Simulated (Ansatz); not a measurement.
# Match the barriers

Saddle point of BNH5F3, singlet (BHF₂ ([F][BH][F]) + NH₃ + HF → BNH₂F₂ ([NH2][B]([F])[F]) + HF + H₂; bonds formed: H2–H7, H5–F8; dative contacts that become bonds: B1–N6; bonds broken: B1–H2, H5–N6, H7–F8), PBE0-D4/def2-TZVP structure:

```
10
angstrom
B -0.5613 -0.1396 -0.6953
H 0.5786 0.6794 -1.2148
F -0.4299 -1.2219 -1.4798
F -1.5728 0.7078 -0.9459
H 0.7563 0.1769 0.9726
N -0.3092 -0.4022 0.7932
H 1.0740 0.7769 -0.5103
F 1.7191 0.8201 0.7061
H -0.2190 -1.3914 0.9955
H -1.0359 -0.0060 1.3784
```

Computed with Ansatz 0.2.0 (basis: def2-TZVPP, with def2-QZVPP for the basis limit); correlated methods freeze the cores. Extrapolation: Hartree–Fock as exp(−7.88 √X), correlation as X^−2.97. Four methods, as single points on the PBE0-D4 structures, gave these electronic barriers from the start structure: 0.831, 0.926, 1.308, 1.763 eV.

**Question.** The methods were, in alphabetical order, BHLYP-D4, HF, PBE-D4, r2SCAN-D4. Which gave which? (Judge from chemistry; the calculation decides.)

**Answer.** Computed: PBE-D4 0.831; r2SCAN-D4 0.926; BHLYP-D4 1.308; HF 1.763 eV. For comparison, CCSD(T) at an estimated basis limit (MP2 extrapolated from triple and quadruple zeta, plus CCSD(T) − MP2 in triple zeta) gives 1.240 eV.

No T1 diagnostic of these runs exceeds 0.013.

Labels in which every atom is bracketed show which atoms are joined, not bond orders.

For scale, one of the runs: CCSD(T)/def2-TZVPP, 225 basis functions, launched by `ansatz run in.yaml --threads 4 --pin off --events-out ev --progress --plain --max-ram 9574MiB`. Hardware: 4 CPU threads of an Intel Xeon, shared host. Wall time 2.8 min; peak host memory 4.2 GiB.
